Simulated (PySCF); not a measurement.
CH7NOSi2, SMILES [SiH2]1NC[SiH2]O1. Geometry: PBE0-D3(BJ)/def2-SVP. The structure was generated by enumeration, and PubChem lists no compound with its InChIKey, so it may never have been made. The values are those of a single conformer.

Computed equilibrium geometry at PBE0-D3(BJ)/def2-SVP (PySCF confirms it by a frequency run) as a Z-matrix (one conformer of several):
```
N
H 1 1.0128
C 1 1.4557 2 116.06
H 3 1.1055 1 111.68 2 -54.81
H 3 1.1084 4 106.69 1 -124.55
Si 1 1.7333 2 124.30 3 167.51
O 6 1.6739 1 99.38 2 178.22
Si 7 1.6764 6 115.02 1 2.95
H 8 1.4914 7 110.99 6 125.56
H 8 1.4927 9 109.00 7 -122.08
H 6 1.4927 7 112.16 8 121.98
H 6 1.4958 11 107.86 7 -119.90
```
Charge 0, spin multiplicity 1.
